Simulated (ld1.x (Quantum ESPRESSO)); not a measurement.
**Mg, ultrasoft: configuration errors across variants**

```json
{"Element": "Mg", "Generator": "ld1.x (Quantum ESPRESSO) 7.5", "Type": "ultrasoft", "Functional": "PBE", "Relativity": "scalar-relativistic", "Frozen core": "[Ne]", "Valence charge": "2", "Reference configuration": "3s2 3p0", "Partial waves": "3s (bound): rcut 2.05, rcutus 2.30 bohr; 3s channel at 1.2 Ry: rcut 2.05, rcutus 2.30 bohr; 3p (bound, empty): rcut 2.20, rcutus 2.95 bohr; 3p channel at 2.6 Ry: rcut 2.20, rcutus 2.95 bohr", "Local potential": "all-electron potential smoothed inside 2.65 bohr (lloc = -1)", "Core correction": "Bessel-smoothed model core, default radius (core density twice the valence density)", "Augmentation charge": "PSQ, inside the norm-conserving radii"}
```

All-electron excitation energies from the reference (eV): (1) 3s1 3p0 7.960; (2) 3s1.5 3p0 3.144; (3) 3s1 3p1 3.491; (4) 3s0 3p1 12.328; (5) 3s0 3p2 7.183.

The default core radius of the base comes out at 1.57 bohr.

3 further variants failed, have other tests or another functional or relativity, and are left out.

Errors AE − PS in meV (a dash: test not solved or not reliable):

```csv
change,(1),(2),(3),(4),(5),bound ghosts
base,-2.1,-0.4,-1.6,-7.7,-6.2,none
type RRKJ; waves now 3p (bound): rc 2.95 bohr; 3s (bound): rc 2.30 bohr; local potential the s channel; rho0 0.02,+1.1,+0.3,-2.4,+30,-4.6,none
"augmentation built from norm-conserving waves at rcut, not smoothed further",-0.8,-0.1,-1.6,-11,-7.8,none
local potential all-electron potential smoothed inside 2.60 bohr (lloc = -1),-2.1,-0.4,-1.6,-7.7,-6.2,none
core correction none,+7.0,0.0,+12,+112,+76,none
local potential all-electron potential smoothed inside 3.30 bohr (lloc = -1),-2.1,-0.4,-1.6,-7.7,-6.2,none
"wave 3p channel at 2.6 Ry: rcut 2.20, rcutus 2.95 bohr becomes 3p channel at 0.87 Ry: rcut 2.20, rcutus 2.95 bohr",-2.1,-0.4,-1.7,-9.1,-6.8,none
```

Q: Give the same row for: waves 3p (bound): rcut 2.20, rcutus 4.38 bohr; 3p channel at 2.6 Ry: rcut 2.20, rcutus 4.38 bohr.

A: -2.1, -0.4, -2.0, +0.1, -7.9; bound ghosts: none.
